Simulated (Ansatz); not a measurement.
`[OH][GaH][SiH2]F` + H₂ → `F[SiH2][GaH2]` + H₂O at 400 K and 1 bar (hydrogenolysis of a Ga–O bond).

Computed with Ansatz on PBE0-D4/def2-TZVP structures; ΔE is electronic, products minus reactants. CCSD(T)/CBS is the MP2 limit (def2-TZVPP, def2-QZVPP) plus CCSD(T) − MP2 in def2-TZVPP, frozen cores. This one scheme is used for every species. For Ga outer-core shells are correlated without core-valence functions, which leaves a few kJ/mol of doubt a bond. Scalar relativity is left out up to krypton. Each species was taken in one conformer, which may not be the lowest.

```tsv
species	CCSD(T)/CBS energy (Eh)	H − E (kJ/mol)	S (J/(mol·K))
`[OH][GaH][SiH2]F`	-2390.47364	138.2	384.5
H₂	-1.17544	38.0	139.0
`F[SiH2][GaH2]`	-2315.24935	113.2	350.9
H₂O	-76.37941	69.8	198.6
```

H − E and S are ideal-gas, rigid-rotor, harmonic terms from PBE0-D4/def2-TZVP, for one conformer and one mirror image of each species. The MP2-based limit puts H₂ 0.8 mEh under its directly extrapolated value; such offsets cancel only in part. 1 Eh = 2625.50 kJ/mol, R = 8.31446 J/(mol·K).

Q: By hand: ΔE, ΔH, ΔS and ΔG.

A: ΔE = (-2315.24935) + (-76.37941) − (-2390.47364) − (-1.17544) = 0.02032 Eh = 53.4 kJ/mol. Δ(H − E) = 113.2 + 69.8 − 138.2 − 38.0 = 6.8, so ΔH = 60.2 kJ/mol. ΔS = 350.9 + 198.6 − 384.5 − 139.0 = 26.0 J/(mol·K). ΔG = 60.2 − 400 × (26.0)/1000 = 49.8 kJ/mol.

Q: By hand: the equilibrium constant, and the temperature at which ΔG would vanish if ΔH and ΔS stayed fixed.

A: log₁₀ K = −ΔG/(RT ln 10) = -6.5. ΔG = 0 at ΔH/ΔS = 2315 K.

ΔH outweighs TΔS. A doubt of 5 kJ/mol in ΔE shifts log₁₀ K by 0.7 here. Other conformers and mirror images would add mixing entropy, several J/(mol·K) or more a flexible species. Modes under 60 cm⁻¹, often nearly free rotors, make the harmonic entropy too high. These are equilibria of isolated gas molecules and say nothing of rates. Largest T1 diagnostic: 0.015 (customary marks: 0.02 for closed shells, 0.045 for open ones).
